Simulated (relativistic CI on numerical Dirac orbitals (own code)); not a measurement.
Tl⁴²⁺: computed level list

Calculated at this level of theory: Dirac-Coulomb-Breit CI, KLI orbitals optimised for each configuration, model QED (radiative potential, 1s self-energy scaled to tabulated hydrogen-like ionisation energies), unscaled Slater integrals (own radial code, finite nucleus).

Configurations in the expansion (outside the closed core [Ar] 3d10): 4s²4p⁶4d³, 4s²4p⁶4d²4f, 4s²4p⁵4d⁴, 4s4p⁶4d⁴, 4s²4p⁵4d³4f, 4s4p⁶4d³4f, 4s²4p⁶4d²5s, 4s²4p⁶4d4f5s, 4s²4p⁶4d²5p, 4s²4p⁶4d²5d, 4s²4p⁵4d³5s, 4p⁶4d⁴4f, 4s²4p⁶4d²5f, 4s²4p⁵4d³5p, 4s4p⁶4d²4f5s, 4s²4p⁶4d5s5p, 4s²4p⁶4d²5g, 4s4p⁶4d³5s, 4s²4p⁶4d²6s, 4s²4p⁶4d²6p, 4s²4p⁶4d²6f, 4s²4p⁶4d²7p, 4s²4p⁶4d4f², 4s²4p⁶4f³, 4s²4p⁵4d4f³, 4s4p⁶4d4f³, 4s²4p⁶4f²5s, 4s²4p⁶4d5s², 4s²4p⁶4f5s², 4s²4p⁵4d4f5s², 4s4p⁶4d4f5s², 4s²4p⁶4d5p², 4s²4p⁶4f5p², 4s²4p⁵4d4f5p², 4s4p⁶4d4f5p², 4s²4p⁶5s5p². Double excitations out of closed p, d and f shells are left out; levels of such configurations are missing from the list, as are those of other unlisted configurations, and high levels can miss mixing partners. These lack a partner that the ground configuration has and come out too high: 4s²4p⁶4d²5p, 4s²4p⁶4d²5d, 4s²4p⁵4d³5s, 4s²4p⁶4d²5f, 4s²4p⁵4d³5p.

The lowest level is 4s²4p⁶4d³ ⁴F3/2, with 45 % of that term; Hund's rules for 4s²4p⁶4d³ give ⁴F with J = 3/2, in agreement.

| No. | Configuration | Term | J | E (cm⁻¹) | % | Lifetime (s) | jj configuration (%) |
| --- | --- | --- | --- | --- | --- | --- | --- |
| 1 | 4s²4p⁶4d³ | ⁴F | 3/2 | 0 | 45 |  | 4d3/2^3 (97) |
| 2 | 4s²4p⁶4d³ | ⁴F | 5/2 | 208191 | 82 | 4.62e-06 | 4d3/2^2 4d5/2 (98) |
| 3 | 4s²4p⁶4d³ | ⁴P | 3/2 | 230406 | 39 | 5.77e-06 | 4d3/2^2 4d5/2 (98) |
| 4 | 4s²4p⁶4d³ | ²G | 7/2 | 246692 | 48 | 1.22e-03 | 4d3/2^2 4d5/2 (96) |
| 5 | 4s²4p⁶4d³ | ²H | 9/2 | 247874 | 46 | 8.73e+01 | 4d3/2^2 4d5/2 (98) |
| 6 | 4s²4p⁶4d³ | ⁴P | 1/2 | 250610 | 58 | 1.53e-05 | 4d3/2^2 4d5/2 (99) |
| 7 | 4s²4p⁶4d³ | ²D | 5/2 | 334173 | 41 | 3.78e-05 | 4d3/2^2 4d5/2 (94) |
| 8 | 4s²4p⁶4d³ | ⁴F | 7/2 | 451446 | 65 | 2.47e-06 | 4d3/2 4d5/2^2 (98) |
| 9 | 4s²4p⁶4d³ | ⁴F | 9/2 | 469244 | 50 | 4.25e-06 | 4d3/2 4d5/2^2 (97) |
| 10 | 4s²4p⁶4d³ | ⁴P | 3/2 | 486372 | 40 | 2.09e-06 | 4d3/2 4d5/2^2 (99) |
| 11 | 4s²4p⁶4d³ | ²P | 1/2 | 497696 | 58 | 3.19e-06 | 4d3/2 4d5/2^2 (99) |
| 12 | 4s²4p⁶4d³ | ⁴P | 5/2 | 501399 | 39 | 4.03e-06 | 4d3/2 4d5/2^2 (94) |
| 13 | 4s²4p⁶4d³ | ²H | 11/2 | 505150 | 99 | 1.04e-05 | 4d3/2 4d5/2^2 (99) |
| 14 | 4s²4p⁶4d³ | ²D | 5/2 | 533643 | 44 | 6.54e-06 | 4d3/2 4d5/2^2 (97) |
| 15 | 4s²4p⁶4d³ | ²F | 7/2 | 537190 | 78 | 8.09e-06 | 4d3/2 4d5/2^2 (98) |
| 16 | 4s²4p⁶4d³ | ²D | 3/2 | 612985 | 77 | 3.71e-06 | 4d3/2 4d5/2^2 (94) |
| 17 | 4s²4p⁶4d³ | ²G | 9/2 | 711680 | 50 | 2.07e-06 | 4d5/2^3 (98) |
| 18 | 4s²4p⁶4d³ | ²D | 3/2 | 761907 | 44 | 1.94e-06 | 4d5/2^3 (95) |
| 19 | 4s²4p⁶4d³ | ²D | 5/2 | 803697 | 60 | 1.54e-06 | 4d5/2^3 (96) |
| 20 | 4p⁵4d⁴(3P) | ⁴P° | 3/2 | 1513694 | 21 | 1.75e-10 | 4p3/2^3 4d3/2^4 (93) |
| 21 | 4p⁵4d⁴(5D) | ⁶D° | 5/2 | 1690335 | 30 | 1.47e-10 | 4p3/2^3 4d3/2^3 4d5/2 (93) |
| 22 | 4p⁵4d⁴(5D) | ⁴P° | 1/2 | 1726150 | 28 | 6.51e-11 | 4p3/2^3 4d3/2^3 4d5/2 (95) |
| 23 | 4p⁵4d⁴(3D) | ⁴D° | 7/2 | 1727737 | 22 | 1.43e-10 | 4p3/2^3 4d3/2^3 4d5/2 (89) |
| 24 | 4p⁵4d⁴(3F) | ⁴F° | 9/2 | 1733604 | 30 | 1.96e-10 | 4p3/2^3 4d3/2^3 4d5/2 (92) |
| 25 | 4p⁵4d⁴(3P) | ²D° | 3/2 | 1736504 | 26 | 1.64e-10 | 4p3/2^3 4d3/2^3 4d5/2 (95) |
| 26 | 4p⁵4d⁴(3F) | ⁴G° | 11/2 | 1759539 | 33 | 2.86e-10 | 4p3/2^3 4d3/2^3 4d5/2 (95) |
| 27 | 4p⁵4d⁴(1G) | ²G° | 7/2 | 1762739 | 23 | 1.34e-10 | 4p3/2^3 4d3/2^3 4d5/2 (93) |
| 28 | 4p⁵4d⁴(5D) | ⁴F° | 5/2 | 1783411 | 26 | 7.37e-11 | 4p3/2^3 4d3/2^3 4d5/2 (93) |
| 29 | 4p⁵4d⁴(3F) | ⁴D° | 3/2 | 1792165 | 23 | 1.51e-10 | 4p3/2^3 4d3/2^3 4d5/2 (87) |
| 30 | 4p⁵4d⁴(3F) | ⁴D° | 5/2 | 1810322 | 25 | 5.13e-11 | 4p3/2^3 4d3/2^3 4d5/2 (88) |
| 31 | 4p⁵4d⁴(3F) | ²G° | 9/2 | 1826768 | 29 | 4.33e-10 | 4p3/2^3 4d3/2^3 4d5/2 (92) |
| 32 | 4p⁵4d⁴(3F) | ⁴F° | 7/2 | 1835623 | 26 | 2.38e-10 | 4p3/2^3 4d3/2^3 4d5/2 (90) |
| 33 | 4p⁵4d⁴(3H) | ⁴G° | 5/2 | 1846224 | 30 | 5.28e-12 | 4p3/2^3 4d3/2^3 4d5/2 (67) |
| 34 | 4p⁵4d⁴(5D) | ⁴D° | 1/2 | 1886631 | 29 | 2.41e-12 | 4p3/2^3 4d3/2^3 4d5/2 (73) |
| 35 | 4p⁵4d⁴(1F) | ²D° | 3/2 | 1889311 | 27 | 3.74e-12 | 4p3/2^3 4d3/2^3 4d5/2 (61) |
| 36 | 4p⁵4d⁴(5D) | ⁶D° | 7/2 | 1920165 | 29 | 7.76e-11 | 4p3/2^3 4d3/2^2 4d5/2^2 (85) |
| 37 | 4p⁵4d⁴(5D) | ⁶D° | 9/2 | 1922885 | 32 | 2.29e-10 | 4p3/2^3 4d3/2^2 4d5/2^2 (89) |
| 38 | 4p⁵4d⁴(5D) | ⁶D° | 3/2 | 1937926 | 23 | 4.97e-11 | 4p3/2^3 4d3/2^2 4d5/2^2 (91) |
| 39 | 4p⁵4d⁴(3F) | ⁴D° | 1/2 | 1944714 | 33 | 1.49e-10 | 4p3/2^3 4d3/2^2 4d5/2^2 (97) |
| 40 | 4p⁵4d⁴(3F) | ⁴G° | 11/2 | 1951266 | 28 | 2.29e-10 | 4p3/2^3 4d3/2^2 4d5/2^2 (95) |
| 41 | 4p⁵4d⁴(3G) | ⁴F° | 5/2 | 1963557 | 26 | 1.23e-10 | 4p3/2^3 4d3/2^2 4d5/2^2 (91) |
| 42 | 4p⁵4d⁴(3D) | ⁴D° | 7/2 | 1964209 | 33 | 3.99e-11 | 4p3/2^3 4d3/2^2 4d5/2^2 (89) |
| 43 | 4p⁵4d⁴(3F) | ⁴D° | 5/2 | 1972574 | 37 | 3.17e-11 | 4p3/2^3 4d3/2^2 4d5/2^2 (81) |
| 44 | 4p⁵4d⁴(3G) | ⁴H° | 13/2 | 1974449 | 46 | 1.48e-10 | 4p3/2^3 4d3/2^2 4d5/2^2 (98) |
| 45 | 4p⁵4d⁴(3H) | ⁴H° | 9/2 | 1981238 | 24 | 5.10e-11 | 4p3/2^3 4d3/2^2 4d5/2^2 (88) |

Energies count from the lowest computed level; ° marks odd parity; lifetimes are radiative, by E1, M1, E2, M2, E3 decay to levels of this space only. Percentages are summed over parent terms; the parents shown are those of the largest component, closed shells are left out there. Filled j subshells are mostly left out of the jj labels.

The mean weight of the leading LS term, summed over parents, in these 45 levels is 40 %, and that of the leading jj configuration (from the same eigenvectors) 92 %, so jj coupling describes them better and the LS labels are nominal.

At this charge energies of transitions that change n are usually good to better than 1 %, and those within a shell (Δn = 0) to a few per cent.

LS names give the leading component of a level, which can be under half, so a name can repeat, a term be missing and a line seem to break the LS rules.
